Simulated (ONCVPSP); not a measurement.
## tin (Sn), ONCV: configuration errors across variants

```
Element                 : Sn
Generator               : ONCVPSP 4.0.1
Type                    : optimised norm-conserving Vanderbilt (ONCV)
Functional              : PBE
Relativity              : scalar-relativistic
Frozen core             : [Kr] 4d10
Valence charge          : 4
Reference configuration : 5s2 5p1 (charge +1)
Partial waves           : 5s: rc 1.75 bohr, ncon 3, nbas 7, qcut 3.2 1/bohr, local; 5p: rc 2.65 bohr, ncon 4, nbas 8, qcut 3.2 1/bohr, 2 projectors, debl 3.1 Ha
Local potential         : the s channel
Core correction         : none
```

All-electron excitation energies from the reference (eV): (1) 5s2 5p2 -6.875; (2) 5s2 5p0 13.953; (3) 5s1 5p0 44.925; (4) 5s1 5p2 7.649.

A true bound ghost makes a file unfit for plane-wave use even where its test errors are small: the radial tests pick states by their node count and pass the ghost by.

Errors AE − PS in meV (a dash: test not solved or not reliable):

| change | (1) | (2) | (3) | (4) | bound ghosts | GHOST(+) flags above zero |
| --- | --- | --- | --- | --- | --- | --- |
| base | +7.3 | +19 | +165 | +26 | none | p |
| p: debl 0.75 | +7.2 | +19 | +165 | +26 | none | none |
| p: debl 2 | +7.2 | +19 | +165 | +26 | none | p |
| p: debl 3.75 | +7.4 | +19 | +165 | +26 | p | p |

Task: Give the same row for: p: debl 1.15.

Result: +7.2, +19, +165, +26; bound ghosts: none; GHOST(+) flags above zero: none.
